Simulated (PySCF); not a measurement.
Molecule: furan-2-ylgermane, C$_{4}$H$_{6}$GeO (charge 0, singlet). 
Structure (B3LYP-D3(BJ)/def2-TZVP (Ansatz) minimum search):
```xyz
12

Ge     1.5568     0.0327    -0.0397
C     -0.3808     0.0988     0.0096
C     -1.2718     1.1291     0.0309
C     -2.5806     0.5537     0.0650
C     -2.3988    -0.7894     0.0623
O     -1.0738    -1.0888     0.0289
H      2.0992    -0.6972     1.1999
H      2.0500     1.4868    -0.0543
H      2.0354    -0.7007    -1.3034
H     -1.0243     2.1775     0.0231
H     -3.5238     1.0724     0.0884
H     -3.0731    -1.6274     0.0806
```

Dispersion corrections to the total energy (kcal/mol) from the dftd3 and dftd4 libraries through PySCF: D3(BJ) without and D4 with the three-body term, each with the damping fitted for the functional named.

```tsv
functional	D3(BJ)	D4
B2GP-PLYP	-4.48	…
PBE0	-5.61	-5.69
r2SCAN	-1.82	-1.68
CAM-B3LYP	…	-5.77
BHLYP	-9.02	-8.13
LC-wPBE	-6.20	-7.50
revPBE	-15.90	…
```

Q: Complete the blanks.

A: 
- B2GP-PLYP, D4: -2.86
- CAM-B3LYP, D3(BJ): -5.23
- revPBE, D4: -21.28
